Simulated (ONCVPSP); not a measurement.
## H ONCV: all-electron and pseudo phase curves

hydrogen, optimised norm-conserving Vanderbilt (ONCV), made with ONCVPSP 4.0.1 (PBEsol, scalar-relativistic). Core none, reference 1s1. Waves: 1s: rc 1.45 bohr, ncon 4, nbas 7, qcut 11 1/bohr, 2 projectors, debl 2.4 Ha; p scattering state at 0.24 Ha: rc 1.30 bohr, ncon 4, nbas 8, qcut 7.1 1/bohr, 2 projectors, debl 2 Ha. Local part: polynomial inside 1.10 bohr (lpopt 5, dvloc0 0 Ha). Core correction: none.

The phase is arctan(r·R′/R) of the radial function R(r), unwrapped; energies in Ha, scanned from -2 to 5 Ha. A pole is an energy at which the radial function vanishes at the test radius. The pseudo phase is shifted by a multiple of π to meet the all-electron one at the reference energy, and phase errors are pseudo minus all-electron; the curves can meet again beyond the range given. Levels narrower than the energy grid can be missing from the lists of poles.

Problem. For each channel, where are the poles, and over which energies does the pseudopotential scatter like the atom?

Solution.

```json
{"channel": "s", "radius (bohr)": "1.47", "reference energy (Ha)": "-0.23", "poles, all-electron": "0.79", "poles, pseudo": "0.79", "unbroken range about the reference energy with phases within 0.05 rad": "the whole range", "phase error 1 Ha above the reference energy (rad)": "+0.000"}
{"channel": "p", "radius (bohr)": "1.32", "reference energy (Ha)": "0.24", "poles, all-electron": "4.67", "poles, pseudo": "4.67", "unbroken range about the reference energy with phases within 0.05 rad": "the whole range", "phase error 1 Ha above the reference energy (rad)": "-0.000"}
```

Phases in the s channel:

| E (Ha) | all-electron | pseudo |
| --- | --- | --- |
| -1.98 | 0.970 | 0.970 |
| -1.62 | 0.836 | 0.836 |
| -1.26 | 0.604 | 0.605 |
| -0.90 | 0.173 | 0.173 |
| -0.54 | -0.475 | -0.475 |
| -0.18 | -1.001 | -1.001 |
| 0.18 | -1.298 | -1.298 |
| 0.54 | -1.478 | -1.478 |
| 0.90 | -1.607 | -1.607 |
| 1.26 | -1.720 | -1.720 |
| 1.62 | -1.842 | -1.842 |
| 1.98 | -2.001 | -2.001 |
| 2.34 | -2.254 | -2.254 |
| 2.70 | -2.715 | -2.715 |
| 3.06 | -3.390 | -3.390 |
| 3.42 | -3.905 | -3.904 |
| 3.78 | -4.180 | -4.179 |
| 4.14 | -4.334 | -4.333 |
| 4.50 | -4.431 | -4.430 |
| 4.86 | -4.498 | -4.498 |
